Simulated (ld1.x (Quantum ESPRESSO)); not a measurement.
The numbers below are computed, except where a source is named.
# Pseudopotentials across the periodic table

Generated with ld1.x 7.5 (TM, RRKJ, ultrasoft, PAW), atompaw 4.2 or ONCVPSP 4.0.1. The cutoff is in Ry: for ld1.x and atompaw files where the sum of valence levels is converged to 10 mRy in a Bessel basis, for ONCV files where the hardest occupied wave has 1 mHa per electron of residual kinetic energy. The error is the largest all-electron minus pseudo excitation energy over each file’s own four to seven test configurations (ionisations up to +4, promotions, holes and added fractions of an electron), all of which were solved. The labels leave out finer settings (local radius, basis sizes, second energies), which also bear on the numbers. Spin-polarised tests are not counted. The rows are a selection from randomly drawn settings: files with unsolved tests, undetermined cutoffs or missed reference levels are left out.

A true bound ghost makes a file unfit for plane-wave use even where its test errors are small: the radial tests pick states by their node count and pass the ghost by.

```csv
element,potential,cutoff (Ry),largest error (meV),bound ghosts
Al,"ultrasoft, BLYP, scalar-relativistic, rc 2.30/2.40 (sp), local smoothed, core correction yes, reference 3s2 3p1",6,+13,none
Si,"TM semilocal, revPBE, scalar-relativistic, rc 1.25/2.25 (sp), local p, core correction yes, reference 3s1.5 3p2.5",45,+68,none
V,"PAW, LDA (PZ), non-relativistic, rc 1.60/1.55/1.45 (spd), local smoothed, core correction yes, reference 3s2 3p6 3d3 4s2 4p0",50,-9.6,none
V,"RRKJ, PBEsol, scalar-relativistic, rc 2.10/2.45/1.80 (spd), local s, core correction yes, reference 3d3 4s2 4p0",50,-479,none
Mn,"TM, PBE, scalar-relativistic, rc 1.95/1.25/1.35 (spd), local p, core correction yes, reference 3p6 3d5 4s2 4p0",120,-132,s
```

(1) Fill in the row for Li: TM, LDA (PZ), scalar-relativistic, rc 3.45/4.20 (sp), local p, core correction no, reference 2s0.5 2p0.5.

Results:

(1) cutoff 6 Ry, largest error +4.5 meV, bound ghosts: none.
